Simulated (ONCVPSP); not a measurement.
## Reading a pseudo-wave (iron)

Columns: radius, all-electron u(r) and pseudo u(r) of the 3d shell (level -20.70 eV) of iron in the configuration [Ne] 3s2 3p6 3d6 4s0.5; PBEsol, scalar-relativistic, ONCV scheme, ONCVPSP 4.0.1.

```json
{"r (bohr)": "0.075", "all-electron": "0.0361", "pseudo": "0.0040"}
{"r (bohr)": "0.150", "all-electron": "0.1672", "pseudo": "0.0303"}
{"r (bohr)": "0.225", "all-electron": "0.3463", "pseudo": "0.0953"}
{"r (bohr)": "0.300", "all-electron": "0.5241", "pseudo": "0.2050"}
{"r (bohr)": "0.375", "all-electron": "0.6742", "pseudo": "0.3539"}
{"r (bohr)": "0.450", "all-electron": "0.7882", "pseudo": "0.5267"}
{"r (bohr)": "0.525", "all-electron": "0.8660", "pseudo": "0.7018"}
{"r (bohr)": "0.600", "all-electron": "0.9118", "pseudo": "0.8569"}
{"r (bohr)": "0.675", "all-electron": "0.9315", "pseudo": "0.9732"}
{"r (bohr)": "0.750", "all-electron": "0.9314", "pseudo": "1.0410"}
{"r (bohr)": "0.825", "all-electron": "0.9169", "pseudo": "1.0597"}
{"r (bohr)": "0.900", "all-electron": "0.8924", "pseudo": "1.0369"}
{"r (bohr)": "0.975", "all-electron": "0.8613", "pseudo": "0.9847"}
{"r (bohr)": "1.050", "all-electron": "0.8258", "pseudo": "0.9167"}
{"r (bohr)": "1.125", "all-electron": "0.7881", "pseudo": "0.8450"}
{"r (bohr)": "1.200", "all-electron": "0.7492", "pseudo": "0.7784"}
{"r (bohr)": "1.275", "all-electron": "0.7101", "pseudo": "0.7213"}
{"r (bohr)": "1.350", "all-electron": "0.6715", "pseudo": "0.6741"}
{"r (bohr)": "1.425", "all-electron": "0.6337", "pseudo": "0.6339"}
{"r (bohr)": "1.500", "all-electron": "0.5972", "pseudo": "0.5971"}
{"r (bohr)": "1.575", "all-electron": "0.5620", "pseudo": "0.5620"}
{"r (bohr)": "1.650", "all-electron": "0.5284", "pseudo": "0.5283"}
{"r (bohr)": "1.725", "all-electron": "0.4963", "pseudo": "0.4962"}
{"r (bohr)": "1.800", "all-electron": "0.4657", "pseudo": "0.4657"}
{"r (bohr)": "1.875", "all-electron": "0.4368", "pseudo": "0.4367"}
{"r (bohr)": "1.950", "all-electron": "0.4093", "pseudo": "0.4093"}
```

Question: How many radial nodes do the two functions have?

Answer: The all-electron 3d function has n − l − 1 = 0; the pseudo-wave has 0.

Question: At about which radius was the pseudo-wave matched?

Answer: 1.50 bohr, where the columns begin to agree (steps of 0.07 bohr).

Question: Where does each function peak?

Answer: Outermost all-electron maximum near 0.68 bohr, pseudo maximum near 0.82 bohr (to the table’s step).

Question: Is the pseudo-wave norm-conserving?

Answer: Yes: the ONCV scheme keeps the norm inside the radius equal to the all-electron one, which fixes the energy derivative of the logarithmic derivative at the level.
